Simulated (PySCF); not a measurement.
Ligands exchanged one at a time, Si Br-SH. Isolated molecules, 0 K electronic values unless said otherwise. One relaxed conformer stands for each flexible species; it need not be the lowest. Strings in code marks are SMILES. All members: neutral, multiplicity 1. Level: B3LYP-D3(BJ)/def2-TZVP (PySCF). B3LYP has the VWN-RPA correlation part, as in Gaussian. Delta-SCF ions had no search for a lower state.  The removal energy is E(N − 1 electrons) − E(N electrons) at the parent's geometry; ε(HOMO) is measured against the vacuum level.

```csv
species,−ε(HOMO) (eV),vertical ionisation energy (Delta-SCF) (eV)
`S[Si](S)(S)S`,7.35,9.23
`S[Si](S)(S)Br`,7.46,9.39
"`S[Si](S)(Br)Br` (H–S–Si–Br torsion 41°, Br–Si–S–H torsion 62°)",7.69,withheld
`S[Si](Br)(Br)Br` (H–S–Si–Br torsion 60°),7.80,9.84
`Br[Si](Br)(Br)Br`,8.42,10.34
```

Task: Fit vertical ionisation energy (Delta-SCF) = a + b·x to the 4 complete rows by least squares, with x = −ε(HOMO) in eV. Give a, b and the rms residual, and predict the withheld value.

Result: Means of the 4 rows: x̄ = 7.7575, ȳ = 9.7 eV. Σ(x − x̄)² = 0.69528 and Σ(x − x̄)(y − ȳ) = 0.7137, so b = 1.026 and a = ȳ − b·x̄ = 1.741 eV. The rms residual is 0.058 eV. At x = 7.69 the line gives 9.63 eV. The run for `S[Si](S)(Br)Br` (H–S–Si–Br torsion 41°, Br–Si–S–H torsion 62°) gave 9.63 eV, so the line is off by 0.00 eV, within twice the rms residual.

Codes: PySCF.
